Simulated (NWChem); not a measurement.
Everything below was run with NWChem. System: HISi, charge 0, spin multiplicity 1, at a geometry optimised with PBE/def2-SVP with def2 effective core potentials on I. The structure started from a generated list of species. Level: G0W0@PBE/def2-QZVP with def2 effective core potentials on I, RI basis def2-qzvp-rifit, no spin-orbit coupling.

The NWChem input:

```
start mol
memory heap 200 mb stack 700 mb global 1700 mb
geometry units angstroms nocenter noautoz
  Si    -1.303143     1.441542     0.000000
  H     -0.199469     2.530925     0.000000
  I      0.347990    -0.428538     0.000000
  symmetry group Cs
end
basis spherical
  * library def2-qzvp
end
ecp
  I library def2-ecp
end
basis "ri basis" bse spherical
  * library def2-qzvp-rifit
end
dft
  xc xpbe96 cpbe96
  iterations 100
  direct
  tolerances tight
end
task dft energy
gw
  method cdgw
  states alpha occ 4 vir 2
end
task dft gw
```

Part of the output:

```
             Northwest Computational Chemistry Package (NWChem) 7.3.0
             --------------------------------------------------------

                                NWChem Input Module
                                -------------------

 Scaling coordinates for geometry "geometry" by  1.889725989
 (inverse scale =  0.529177249)

 Turning off AUTOSYM since
 SYMMETRY directive was detected!

                             Geometry "geometry" -> ""
                             -------------------------

 Output coordinates in angstroms (scale by  1.889725989 to convert to a.u.)

  No.       Tag          Charge          X              Y              Z
 ---- ---------------- ---------- -------------- -------------- --------------
    1 Si                  14.0000    -1.30314300     1.44154200     0.00000000
    2 H                    1.0000    -0.19946900     2.53092500     0.00000000
    3 I                   53.0000     0.34799000    -0.42853800     0.00000000

 Effective nuclear repulsion energy (a.u.)     171.4906820518

            Nuclear Dipole moment (a.u.)
            ----------------------------
        X                 Y               Z
 ---------------- ---------------- ----------------
    -0.0000018897    -0.0000018897     0.0000000000

      Symmetry information
      --------------------

 Group name             Cs
 Group number              2
 Group order               2
 No. of unique centers     3

      Symmetry unique atoms

     1    2    3


 Summary of "ao basis" -> "" (spherical)
 ------------------------------------------------------------------------------
       Tag                 Description            Shells   Functions and Types
 ---------------- ------------------------------  ------  ---------------------
 *                         def2-qzvp                  on all atoms

 Summary of "ri basis" -> "" (spherical)
 ------------------------------------------------------------------------------
       Tag                 Description            Shells   Functions and Types
 ---------------- ------------------------------  ------  ---------------------
 *                      def2-qzvp-rifit               on all atoms

  pbe96 is a nonlocal functional; adding pw91lda local functional.

                                 NWChem DFT Module
                                 -----------------

 Summary of "ao basis" -> "ao basis" (spherical)
 ------------------------------------------------------------------------------
       Tag                 Description            Shells   Functions and Types
 ---------------- ------------------------------  ------  ---------------------
 Si                        def2-qzvp                22       70   9s6p4d2f1g
 H                         def2-qzvp                10       30   4s3p2d1f
 I                         def2-qzvp                22       82   7s6p4d4f1g

 Summary of "ao basis" -> "ao basis" (spherical)
 ------------------------------------------------------------------------------
       Tag                 Description            Shells   Functions and Types
 ---------------- ------------------------------  ------  ---------------------
 Si                        def2-qzvp                22       70   9s6p4d2f1g
 H                         def2-qzvp                10       30   4s3p2d1f
 I                         def2-qzvp                22       82   7s6p4d4f1g

      Symmetry analysis of basis
      --------------------------

        a'        118
        a"         64

            General Information
            -------------------
          SCF calculation type: DFT
          Wavefunction type:  closed shell.
          No. of atoms     :     3
          No. of electrons :    40
           Alpha electrons :    20
            Beta electrons :    20
          Charge           :     0
          Spin multiplicity:     1
          Use of symmetry is: on ; symmetry adaption is: on
          Maximum number of iterations: 100
          This is a Direct SCF calculation.
          AO basis - number of functions:   182
                     number of shells:    54
          Convergence on energy requested:  1.00D-06
          Convergence on density requested:  1.00D-05
          Convergence on gradient requested:  5.00D-04

              XC Information
              --------------
          PerdewBurkeErnzerhof Exchange Functional  1.000
            Perdew 1991 LDA Correlation Functional  1.000 local
           PerdewBurkeErnz. Correlation Functional  1.000 non-local

             Grid Information
             ----------------
          Grid used for XC integration:  medium
          Radial quadrature: Mura-Knowles
          Angular quadrature: Lebedev.
          Tag              B.-S. Rad. Rad. Pts. Rad. Cut. Ang. Pts.
          ---              ---------- --------- --------- ---------
          Si                  1.10       88          11.0       590
          H                   0.35       45          11.0       434
          I                   1.40      123          11.0       590
          Grid pruning is: on
          Number of quadrature shells:   256
          Spatial weights used:  Erf1

          Convergence Information
          -----------------------
          Convergence aids based upon iterative change in
          total energy or number of iterations.
          Levelshifting, if invoked, occurs when the
          HOMO/LUMO gap drops below (HL_TOL):  1.00D-02
          DIIS, if invoked, will attempt to extrapolate
          using up to (NFOCK): 10 stored Fock matrices.

                    Damping( 0%)  Levelshifting(0.5)       DIIS
[...]
 1-e energy   =   -1084.907808
 2-e energy   =     415.397358
 HOMO         =      -0.233346
 LUMO         =      -0.078242

      Symmetry analysis of molecular orbitals - initial
      -------------------------------------------------

  Numbering of irreducible representations:

     1 a'          2 a"

  Orbital symmetries:

     1 a'          2 a'          3 a'          4 a'          5 a'
     6 a"          7 a'          8 a'          9 a"         10 a'
    11 a'         12 a"         13 a'         14 a"         15 a'
    16 a'         17 a'         18 a"         19 a'         20 a'
    21 a"         22 a'         23 a'         24 a'         25 a'
    26 a'         27 a"         28 a'         29 a'         30 a"

   convergence    iter        energy       DeltaE   RMS-Dens  Diis-err    time
 ---------------- ----- ----------------- --------- --------- ---------  ------
 d= 0,ls=0.0,diis     1   -587.5959259819 -6.71D+02  6.51D-03  1.68D+00    11.6
 d= 0,ls=0.0,diis     2   -587.3385727058  2.57D-01  8.52D-03  1.60D+00    19.9
 d= 0,ls=0.0,diis     3   -587.4663387964 -1.28D-01  4.11D-03  1.01D+00    28.3
 d= 0,ls=0.0,diis     4   -587.6385472449 -1.72D-01  1.11D-03  2.54D-02    36.7
 d= 0,ls=0.0,diis     5   -587.6408891096 -2.34D-03  3.58D-04  9.31D-03    45.0
 d= 0,ls=0.0,diis     6   -587.6424780856 -1.59D-03  7.47D-05  6.06D-04    53.3
 d= 0,ls=0.0,diis     7   -587.6425478266 -6.97D-05  2.77D-05  4.29D-05    61.7
 d= 0,ls=0.0,diis     8   -587.6425545300 -6.70D-06  4.74D-06  9.23D-07    70.0
 d= 0,ls=0.0,diis     9   -587.6425546131 -8.31D-08  1.80D-06  1.08D-07    78.3

         Total DFT energy =     -587.642554613092
      One electron energy =    -1085.895929928661
           Coulomb energy =      458.105426184159
    Exchange-Corr. energy =      -43.267753405870
 Nuclear repulsion energy =       83.415702537280

 Numeric. integr. density =       40.000002809846

     Total iterative time =     75.1s

                  Occupations of the irreducible representations
                  ----------------------------------------------

                     irrep           alpha         beta
                     --------     --------     --------
                     a'               15.0         15.0
                     a"                5.0          5.0

                       DFT Final Molecular Orbital Analysis
                       ------------------------------------

 Vector   18  Occ=2.000000D+00  E=-2.645141D-01  Symmetry=a"
              MO Center=  1.4D-01, -1.9D-01,  2.4D-15, r^2= 2.4D+00
   Bfn.  Coefficient  Atom+Function         Bfn.  Coefficient  Atom+Function
  ----- ------------  ---------------      ----- ------------  ---------------
   122      0.454868  3 I  pz               119      0.398926  3 I  pz
   110     -0.303609  3 I  pz               125      0.158346  3 I  pz
    24      0.131866  1 Si pz                21      0.105368  1 Si pz
   113     -0.083332  3 I  pz                12     -0.069552  1 Si pz
   116      0.051970  3 I  pz                27      0.040125  1 Si pz

 Vector   19  Occ=2.000000D+00  E=-2.607293D-01  Symmetry=a'
              MO Center= -2.9D-01,  1.6D-01, -9.3D-15, r^2= 3.5D+00
   Bfn.  Coefficient  Atom+Function         Bfn.  Coefficient  Atom+Function
  ----- ------------  ---------------      ----- ------------  ---------------
   121      0.390008  3 I  py               118      0.343912  3 I  py
   109     -0.261238  3 I  py                 8     -0.244703  1 Si s
     9     -0.161524  1 Si s                 22      0.156742  1 Si px
    19      0.150627  1 Si px               124      0.134696  3 I  py
   120      0.121590  3 I  px               117      0.108728  3 I  px

 Vector   20  Occ=2.000000D+00  E=-2.147765D-01  Symmetry=a'
              MO Center= -6.4D-01,  7.7D-01, -1.4D-15, r^2= 4.3D+00
   Bfn.  Coefficient  Atom+Function         Bfn.  Coefficient  Atom+Function
  ----- ------------  ---------------      ----- ------------  ---------------
   120      0.324911  3 I  px                 8      0.293473  1 Si s
   117      0.281032  3 I  px                 9      0.250297  1 Si s
   108     -0.209910  3 I  px                22     -0.207953  1 Si px
    19     -0.195868  1 Si px                73     -0.172137  2 H  s
   123      0.146097  3 I  px                74     -0.127046  2 H  s

 Vector   21  Occ=0.000000D+00  E=-1.471871D-01  Symmetry=a"
              MO Center= -1.1D+00,  1.2D+00,  3.0D-15, r^2= 3.4D+00
   Bfn.  Coefficient  Atom+Function         Bfn.  Coefficient  Atom+Function
  ----- ------------  ---------------      ----- ------------  ---------------
    24      0.464105  1 Si pz                21      0.337867  1 Si pz
    27      0.284302  1 Si pz                12     -0.214016  1 Si pz
   122     -0.195328  3 I  pz               119     -0.179926  3 I  pz
   125     -0.148617  3 I  pz               110      0.126576  3 I  pz
   113      0.035811  3 I  pz               142      0.033317  3 I  d -1

 Vector   22  Occ=0.000000D+00  E=-6.183552D-02  Symmetry=a'
              MO Center= -8.3D-01,  9.7D-01, -2.6D-15, r^2= 6.2D+00
   Bfn.  Coefficient  Atom+Function         Bfn.  Coefficient  Atom+Function
  ----- ------------  ---------------      ----- ------------  ---------------
   107     -0.832624  3 I  s                  9      0.768637  1 Si s
    26     -0.618097  1 Si py               124     -0.514179  3 I  py
    23     -0.489855  1 Si py               123      0.481376  3 I  px
    25      0.457140  1 Si px                22      0.380455  1 Si px
   121     -0.308843  3 I  py               120      0.271601  3 I  px

 Vector   23  Occ=0.000000D+00  E=-3.637448D-03  Symmetry=a'
              MO Center= -1.1D+00,  1.2D+00, -2.3D-15, r^2= 5.7D+00
   Bfn.  Coefficient  Atom+Function         Bfn.  Coefficient  Atom+Function
  ----- ------------  ---------------      ----- ------------  ---------------
    74      1.661327  2 H  s                  9     -1.072320  1 Si s
    25     -0.834801  1 Si px               107      0.734116  3 I  s
    26     -0.594402  1 Si py               106     -0.594891  3 I  s
   124      0.364584  3 I  py                 8     -0.266791  1 Si s
    22     -0.243257  1 Si px               105      0.240856  3 I  s

 center of mass
 --------------
 x =   0.09093248 y =  -0.13942141 z =   0.00000000

 moments of inertia (a.u.)
 ------------------
         310.857759779991         255.100018794577           0.000000000000
         255.100018794577         223.392654632388           0.000000000000
           0.000000000000           0.000000000000         534.250414412380

     Multipole analysis of the density
     ---------------------------------

     L   x y z        total         alpha         beta         nuclear
     -   - - -        -----         -----         ----         -------
     0   0 0 0     -0.000000    -20.000000    -20.000000     40.000000

     1   1 0 0     -0.140910      9.136027      9.136027    -18.412963
     1   0 1 0      0.250475    -11.212233    -11.212233     22.674941
     1   0 0 1     -0.000000     -0.000000     -0.000000      0.000000

     2   2 0 0    -31.321070    -63.587356    -63.587356     95.853642
     2   1 1 0     -1.546785     53.743385     53.743385   -109.033556
     2   1 0 1     -0.000000     -0.000000     -0.000000      0.000000
     2   0 2 0    -29.649845    -86.405672    -86.405672    143.161499
     2   0 1 1      0.000000      0.000000      0.000000      0.000000
     2   0 0 2    -29.107792    -14.553896    -14.553896      0.000000

 Task  times  cpu:       78.4s     wall:       78.4s

                                NWChem Input Module
                                -------------------

                                 NWChem GW Module
                                 ----------------

                             ***********************
                             ***        GW       ***
                             ***********************

 Summary of "ri basis" -> "ri basis" (spherical)
 ------------------------------------------------------------------------------
       Tag                 Description            Shells   Functions and Types
 ---------------- ------------------------------  ------  ---------------------
 Si                     def2-qzvp-rifit             41      167   12s10p9d6f3g1h
 H                      def2-qzvp-rifit             16       56   6s4p3d2f1g
 I                      def2-qzvp-rifit             50      276   10s10p9d8f6g5h2i

                 Memory Information
                 ------------------
          Available GA per process is          1699.7 MBs
          Available stack per process is        700.0 MBs
          Available heap per process is           0.1 MBs

          Peak memory in Initialization
              Peak GA per process is                 17.4 MBs
              Peak stack per process is               0.4 MBs
              Peak heap per process is               18.3 MBs
              Memory not in MA per process            0.0 MBs

          Peak memory in CDGW Calculation
              Peak GA per process is                 21.5 MBs
              Peak stack per process is               3.8 MBs
              Peak heap per process is                4.0 MBs
              Memory not in MA per process            0.0 MBs

          Computing 2-center integrals
          Computing Inverse Cholesky factor
          Computing 3-center integrals
          Computing Vxc

          Computing Sigma_x
          Computing W(iw) on the imaginary grid
          Solving quasiparticle equations

                  Alpha Orbitals
          State     Energy (eV)     Error (eV)
          -----------------------------------
@GW        17        -11.043           0.004
@GW        18         -9.875           0.004
@GW        19         -9.129           0.003
@GW        20         -8.748           0.002
@GW        21         -1.782           0.002
@GW        22          0.605           0.002

     GW Timing Statistics
   ------------------------
   Init.   :          0.3s
     ERIs  :          3.4s
     Distr.:          0.0s
     Vxc   :          0.3s
   Vmo     :          0.0s
   iW      :          4.1s
   I_n     :          0.0s
   R_n     :          0.8s
   GW total:          8.8s

 Task  times  cpu:        8.8s     wall:        8.8s

 Total times  cpu:       87.2s     wall:       87.2s
```
